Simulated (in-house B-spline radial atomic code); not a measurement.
Re²⁺. Computed with a B-spline radial atomic code. Model: non-relativistic spherical atom: semilocal Troullier-Martins pseudo-atom, one channel per l, against all electrons, high spin, G0W0 and RPA with empty states to l = 8, local potential for every l without a channel, a model core (radius 0 = none) keeps its share of the functional.

Without relativity these are model numbers for so heavy an element.

What the tables leave out is listed at the end.

The pseudopotential gives back the lowest level of each angular momentum of its own functional in the configuration it was made in; a second state of the same l is only approximately right. Exact exchange, RPA and GW see the smooth pseudo-orbitals and miss the exchange with the core, for which the functional's share stands in. The column with an uncorrelated core keeps all orbitals and exact exchange, and so separates missing core correlation from pseudisation. Only the three outermost levels and the lowest empty one were computed. RPA here is direct RPA, with no exchange kernel, and its energies carry an (l + 1/2)⁻⁴ tail. A hybrid on a potential with a model core restores only its own semilocal share of the core's exchange.

Command:
```bash
python run_psgw.py task.json out
```
Settings (lengths in bohr, energies in hartree):
```
Z                      75
electrons              73
configuration          [Xe] 4f14 5d5
generated_in           [Xe] 4f14 5d5 6s2
functional             pbe,pbe
core_shells            10
radius_factor          1
core_correction        True
```

Run time, properties included: 61 s on 1 thread of Arm Neoverse N1, with other jobs on the host.

Given: made with PBE; model core radius 0.622 bohr; local radius 1.372 bohr; mean-field start PBE0.

Valence shells of the generating configuration: 4f, 5p, 5d, 6s.

Channel: s 2.844, p 1.112, d 1.387, f 1.39 (radii in bohr).

Computed: largest level miss in the spin-unpolarised generating configuration 0 eV; valence RPA correlation energy all-electron orbitals -1.6864 hartree; valence RPA correlation energy pseudo -2.3879 hartree; all-electron RPA polarisability, core included 8.0611 bohr³.

```json
{"level": "5d up", "occupied": "1", "mean-field all-electron (eV)": "-25.016", "mean-field pseudo minus all (eV)": "0.034", "G0W0 all-electron (eV)": "-29.444", "G0W0 uncorrelated core minus all (eV)": "-0.065", "G0W0 pseudo minus all (eV)": "0.385", "exchange self-energy all-electron (eV)": "-29.351", "exchange self-energy pseudo (eV)": "-26.664"}
{"level": "5p down", "occupied": "1", "mean-field all-electron (eV)": "-60.018", "mean-field pseudo minus all (eV)": "1.082", "G0W0 all-electron (eV)": "-64.945", "G0W0 uncorrelated core minus all (eV)": "-0.815", "G0W0 pseudo minus all (eV)": "1.367", "exchange self-energy all-electron (eV)": "-38.271", "exchange self-energy pseudo (eV)": "-29.1"}
{"level": "5d down (empty)", "occupied": "0", "mean-field all-electron (eV)": "-18.039", "mean-field pseudo minus all (eV)": "0.032", "G0W0 all-electron (eV)": "-15.057", "G0W0 uncorrelated core minus all (eV)": "0.05", "G0W0 pseudo minus all (eV)": "0.061", "exchange self-energy all-electron (eV)": "-10.749", "exchange self-energy pseudo (eV)": "-8.1564"}
```

What is the pseudo-atom RPA polarisability?

8.1107 bohr³.

Among the listed levels the largest G0W0 shift of the pseudo-atom is +1.37 eV, for 5p down on the PBE0 start, while leaving the core uncorrelated moves that level by -0.81 eV. So pseudisation and the lost core exchange, not the missing core correlation, make the error. Not in the tables (levels of low weight, unsolved or above zero; the highest and the empty levels are kept at any weight): on PBE, a start not tabulated, the G0W0 levels 5d up (pseudo minus all +0.41 eV, weights 0.31 and 0.19), 5p down (pseudo minus all +0.44 eV, weights 0.65 and 0.84), 5p up (pseudo minus all +0.52 eV, weights 0.06 and 0.05), 5d down (pseudo minus all -0.24 eV, weights 0.66 and 0.76); on PBE0 the G0W0 levels 5p up (pseudo minus all +2.97 eV, weights 0.38 and 0.06); no Hartree-Fock pseudo-atom is run with a model core.
